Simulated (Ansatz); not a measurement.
Geometry optimisation, Ansatz 0.2.0, RKS r2SCANh-D4/6-31G*.

Input file:

```yaml
crystal:
  periodic: [false, false, false]
  atoms:
    - { symbol: B, position_ang: [0.06506, -0.305211, -0.166899] }
    - { symbol: F, position_ang: [-0.029519, -0.781273, 1.084269] }
    - { symbol: "N", position_ang: [1.329902, -0.144166, -0.749017] }
    - { symbol: H, position_ang: [2.184621, -0.318798, -0.251724] }
    - { symbol: H, position_ang: [1.439991, 0.27582, -1.656222] }
    - { symbol: O, position_ang: [-1.075016, -0.07751, -0.883816] }
    - { symbol: H, position_ang: [-1.857116, -0.255454, -0.350897] }
    - { symbol: S, position_ang: [-0.149611, 2.394831, 1.342625] }
    - { symbol: H, position_ang: [1.157985, 2.467768, 1.651278] }
    - { symbol: H, position_ang: [-0.273997, 1.154693, 1.920903] }
basis:
  gaussian: { orbitals: "6-31G*" }
hamiltonian:
  xc: r2scanh
  dispersion: d4
relax:
  f_tol: 0.03
  max_steps: 50
output:
  orbitals: {}
```

Run as:

```bash
$ ansatz run input.yaml --threads 2 --pin off --max-ram 3072MiB --backend cpu --events-out ev --progress --plain --runs-dir out
```

Where does it end, and by what steps?

The forces met the threshold. The force dipped under the threshold on the way, but the program's further checks kept it going. After 25 steps the energy has fallen by 0.168 eV; H9 moved furthest, 0.99 Å.

```tsv
step	energy less start (eV)	largest force component (eV/Å)	accepted
0	0.0000	0.785	yes
1	-0.0726	0.408	yes
2	0.0803	2.134	no
3	-0.0922	0.174	yes
4	-0.1013	0.108	yes
5	-0.1088	0.212	yes
6	-0.1119	0.265	yes
7	-0.1158	0.169	yes
8	-0.1241	0.135	yes
9	-0.1235	0.374	no
10	-0.1284	0.062	yes
11	-0.1320	0.157	yes
12	-0.1365	0.278	yes
13	-0.1413	0.413	yes
14	-0.1521	0.225	yes
15	-0.1581	0.305	yes
16	-0.1619	0.167	yes
17	-0.1643	0.064	yes
18	-0.1654	0.045	yes
19	-0.1660	0.040	yes
20	-0.1664	0.096	yes
21	-0.1667	0.054	yes
22	-0.1672	0.015	yes
23	-0.1674	0.051	yes
24	-0.1675	0.040	yes
25	-0.1676	0.022	yes
```

```xyz
10
Properties=species:S:1:pos:R:3
B -0.039 -0.326 -0.247
F -0.278 -0.758 1.010
N 1.263 0.082 -0.594
H 2.055 -0.098 0.000
H 1.496 0.336 -1.541
O -1.057 -0.252 -1.150
H -1.896 -0.503 -0.748
S 0.401 2.547 1.990
H 0.831 2.052 0.811
H 0.016 1.330 2.410
```

The run took 2.9 min on 2 threads of Arm Neoverse N1 (shared host), peak memory 0.2 GiB.
